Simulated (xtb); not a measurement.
2-methylidenecyclopent-3-en-1-one (C₆H₆O), SMILES C=C1C=CCC1=O. All values are semi-empirical tight-binding results from xtb (GFN2-xTB unless named), good for trends rather than for accurate numbers. The structure is a stationary point at GFN2-xTB. The values are those of a single conformer.

Optimised geometry:

```xyz
13

C      2.1208     0.1851    -0.1438
C      0.7981     0.3029    -0.0125
C      0.0079     1.4884     0.2722
C     -1.2907     1.1927     0.3303
C     -1.5468    -0.2601     0.0877
C     -0.1569    -0.8336    -0.1413
O      0.1140    -1.9827    -0.3808
H      2.5604    -0.7747    -0.3578
H      2.7850     1.0271    -0.0438
H      0.4493     2.4594     0.4111
H     -2.0922     1.8841     0.5253
H     -2.1832    -0.4367    -0.7824
H     -2.0257    -0.7496     0.9392
```

Estimate the properties. (Estimate from the structure and the level; the computed values follow.)


point group as xtb finds it: Cs
orbital gap: 2.81 eV
dipole moment: 2.98 D
zero-point energy: 62.3 kcal/mol
G − E(el) at 298.15 K (modified RRHO): 43.6 kcal/mol
static polarisability (D4 model): 69.9 bohr³
solvation energy, GFN2-xTB/ALPB(water): -3.1 kcal/mol
solvation energy, GFN2-xTB/ALPB(octanol): -6.0 kcal/mol

Computed IR lines (harmonic; lines under 4 % of the strongest left out, lines within 3 cm⁻¹ merged):
ν (cm⁻¹): 793 (w), 899 (w), 921 (w), 1017 (w), 1050 (m), 1108 (w), 1230 (w), 1256 (w), 1407 (w), 1667 (w), 1779 (vs), 2980 (w), 3132 (m) (against the strongest line: vs over 80 %, s over 45 %, m over 15 %, w over 4 %, vw less)

Computed atomic charges and the Wiberg bond orders between heavy atoms:
charges (e) C1 -0.07, C2 -0.01, C3 -0.04, C4 -0.03, C5 -0.09, C6 0.24, O7 -0.35, H8 0.07, H9 0.05, H10 0.04, H11 0.04, H12 0.07, H13 0.07. Bond orders C1–C2 1.79, C2–C3 1.10, C3–C4 1.84, C4–C5 1.03, C2–C6 1.01, C5–C6 0.98, C6–O7 1.85.
